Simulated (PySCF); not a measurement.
Isomers of C3H5Cl. All species are isolated molecules in the gas phase. Strings in code marks are SMILES.

The T1 excitation (TDA) from two functionals at the same geometries (PBE0-D3(BJ)/def2-TZVP), both in PySCF: PBE-D3(BJ)/def2-TZVP and ωB97X-D3(BJ)/def2-TZVP. Excitations are Tamm–Dancoff values on a coarser integration grid. The basis has no diffuse functions, so Rydberg states are missing or too high.

```tsv
species	PBE-D3(BJ)/def2-TZVP (eV)	ωB97X-D3(BJ)/def2-TZVP (eV)
`C=C(C)Cl`	4.26	4.38
`ClC1CC1`	5.90	6.55
`C/C=C/Cl`	4.18	4.32
`C/C=C\Cl`	4.26	4.39
```

Over these rows, drawn at random from the members with no instability flagged (it was tested for open shells, ions and some series alone), PBE minus ωB97X-D3(BJ): mean -0.26 eV, from -0.65 eV to -0.12 eV.
